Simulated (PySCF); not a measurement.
# Radial density of Tc (technetium, neutral)

PBE, [Kr] 4d5 5s2, high-spin 6S determinant. All numbers are calculated (PySCF 2.14, a scalar-relativistic core potential, in cc-pVDZ-PP with ECP28MDF). This is the valence pseudo-density: the core potential removes the inner electrons and smooths the orbitals near the nucleus.

```
r (bohr)  4πr²ρ (e/bohr)  4πr²(ρα − ρβ)
  0.0393       2.486e-05         0.0000
  0.0661       6.721e-05         0.0000
   0.111       0.0003068         0.0001
   0.187        0.003416         0.0010
   0.315         0.07462         0.0219
   0.529           1.924         0.3579
   0.891           11.21         2.2785
    1.50           7.355         3.0966
    2.52           1.850         1.0232
    4.24          0.4638         0.0563
    7.13         0.02773        -0.0069
    12.0       6.108e-05         0.0000
```

Energies and moments cover only the electrons outside the core potential.

(1) Where is the radial spin density 4πr²(ρα − ρβ) most negative, and why is it negative at all?

Answers

(1) Around r = 7.13 bohr, down to -0.0069 e/bohr: exchange with the open shell polarises the paired shells in an unrestricted calculation.
